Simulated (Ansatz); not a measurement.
Reaction (hydrogenolysis of the Se–Sn bond): `[SeH][SnH3]` + H₂ → H₂Se + `[SnH4]`

Isolated molecules relaxed with PBE0-D4/def2-TZVP in Ansatz; ΔE leaves out vibrations. CCSD(T)/CBS adds triple-zeta CCSD(T) − MP2 to the extrapolated MP2 energy (def2 sets, frozen cores). This one scheme is used for every species. DFT in def2-TZVPP. B3LYP here is the variant with VWN-RPA as its local correlation; programs differ in this. HSE06 is defined as in plane-wave codes. def2 core potentials past Kr. For Se, Sn outer-core shells are correlated without core-valence functions, which leaves a few kJ/mol of doubt a bond. Scalar relativity is left out up to krypton.

`[SeH][SnH3]`:

```xyz
6

Se   -1.613    1.108    0.072
Sn    0.306   -0.529   -0.170
H    -0.773    2.076    0.790
H    -0.354   -1.857   -1.005
H     0.865   -0.990    1.373
H     1.569    0.192   -1.060
```

H₂:

Z-matrix (Å, degrees):
```
H
H 1 0.746
```

H₂Se:

Cartesian coordinates in Å:
```
Se 0.487 0.099 -0.471
H 0.470 -0.452 0.889
H -0.957 0.353 -0.418
```

`[SnH4]`:

```xyz
5

Sn    0.000    0.000    0.000
H    -1.635    0.418    0.236
H     0.275   -1.574    0.591
H     0.994    1.103    0.836
H     0.366    0.054   -1.663
```

| level | ΔE (kJ/mol) | difference from CCSD(T)/CBS |
| --- | --- | --- |
| LDA (SPW92) | 46.9 | -16.8 |
| PBE-D4 | 58.2 | -5.5 |
| revPBE-D4 | 60.0 | -3.7 |
| BLYP-D4 | 58.3 | -5.4 |
| r2SCAN-D4 | 58.6 | -5.1 |
| PBE0-D4 | 56.5 | -7.2 |
| r2SCANh-D4 | 58.1 | -5.6 |
| r2SCAN0-D4 | 57.3 | -6.4 |
| HSE06-D4 | 57.0 | -6.7 |
| BHLYP-D4 | 56.2 | -7.5 |
| CAM-B3LYP-D4 | 47.7 | -16.0 |
| ωB97X-V | 51.5 | -12.2 |
| ωB97M-V | 53.1 | -10.6 |
| B2PLYP | 53.2 | -10.5 |
| PBE-QIDH | 56.0 | -7.7 |
| PBE | 53.9 | -9.8 |
| revPBE | 54.0 | -9.7 |
| BLYP | 50.1 | -13.6 |
| r2SCAN | 57.7 | -6.0 |
| PBE0 | 52.7 | -11.0 |
| B3LYP | 49.2 | -14.5 |
| r2SCANh | 57.0 | -6.7 |
| r2SCAN0 | 56.1 | -7.6 |
| HSE06 | 53.2 | -10.5 |
| BHLYP | 47.6 | -16.1 |
| CAM-B3LYP | 43.5 | -20.2 |
| LC-ωPBE | 45.7 | -18.0 |
| RPA@PBE/def2-TZVPP | 45.1 | -18.6 |
| HF/def2-SVP | 33.9 | -29.8 |
| CCSD(T)/def2-SVP | 41.0 | -22.7 |
| HF/def2-TZVPP | 43.1 | -20.6 |
| MP2/def2-TZVPP | 61.4 | -2.3 |
| SCS-MP2/def2-TZVPP | 55.1 | -8.6 |
| CCSD/def2-TZVPP | 46.3 | -17.4 |
| HF/def2-QZVPP | 43.7 | -20.0 |
| MP2/def2-QZVPP | 69.5 | 5.8 |
| SCS-MP2/def2-QZVPP | 62.5 | -1.2 |
| HF/CBS(def2) | 43.8 | -19.9 |
| MP2/CBS(def2) | 75.2 | 11.5 |
| CCSD/CBS(def2) | 60.1 | -3.6 |
| CCSD(T)/CBS | 63.7 | 0 |

Largest T1 diagnostic among the species: 0.013.

Leaving LDA and LC-ωPBE aside and taking each functional with its dispersion term where it has one, the values, not all of them listed here, spread over 17.8 kJ/mol, from B97M-V to revPBE-D4. LDA lies −6.9 kJ/mol from PBE without D4. The D4 term adds +7.1 kJ/mol with B3LYP and +3.8 kJ/mol with PBE0; it sums over pairs of atoms, weighted by their polarisabilities, and B3LYP, whose exchange is more repulsive, gets the larger term. In def2-TZVPP, CCSD(T) changes the Hartree–Fock value by +6.8 kJ/mol (the triples alone add +3.6 kJ/mol) and MP2 by +18.3 kJ/mol.
